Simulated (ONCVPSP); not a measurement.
# zinc (Zn): excitation energies, all-electron against ONCV

```json
{
  "Element": "Zn",
  "Generator": "ONCVPSP 4.0.1",
  "Type": "optimised norm-conserving Vanderbilt (ONCV)",
  "Functional": "PBE",
  "Relativity": "scalar-relativistic",
  "Frozen core": "[Ne]",
  "Valence charge": "20",
  "Reference configuration": "3s2 3p6 3d10 4s1.5 (charge +0.5)",
  "Partial waves": "3s+4s: rc 1.00 bohr, ncon 4, nbas 8, qcut 14 1/bohr, 2 projectors; 3p: rc 0.70 bohr, ncon 3, nbas 6, qcut 9.6 1/bohr, 2 projectors, debl 2 Ha; 3d: rc 0.70 bohr, ncon 4, nbas 8, qcut 22.7 1/bohr, 2 projectors, debl 3.1 Ha",
  "Local potential": "polynomial inside 0.60 bohr (lpopt 5, dvloc0 -1 Ha)",
  "Core correction": "none"
}
```

In the p channel the program set the typed energies aside and used -3.235, 0.250 Ha.

Energies are relative to the spin-unpolarised reference configuration 3s2 3p6 3d10 4s1.5; without spin polarisation the order of configurations can differ from experiment.

(1) Give the all-electron excitation energy and the error of the potential for: 3s2 3p6 3d10 4s2; 3s2 3p6 3d10 4s1; 3s2 3p6 3d10 4s0; 3s2 3p6 3d10 4s1 4p1.

Answers

(1)

```json
{"valence configuration": "3s2 3p6 3d10 4s2", "charge": "0", "ΔE all-electron (eV)": "-3.941", "error AE − PS (meV)": "+0.3"}
{"valence configuration": "3s2 3p6 3d10 4s1", "charge": "+1", "ΔE all-electron (eV)": "5.948", "error AE − PS (meV)": "-0.4"}
{"valence configuration": "3s2 3p6 3d10 4s0", "charge": "+2", "ΔE all-electron (eV)": "24.390", "error AE − PS (meV)": "-0.9"}
{"valence configuration": "3s2 3p6 3d10 4s1 4p1", "charge": "0", "ΔE all-electron (eV)": "1.146", "error AE − PS (meV)": "-0.2"}
```
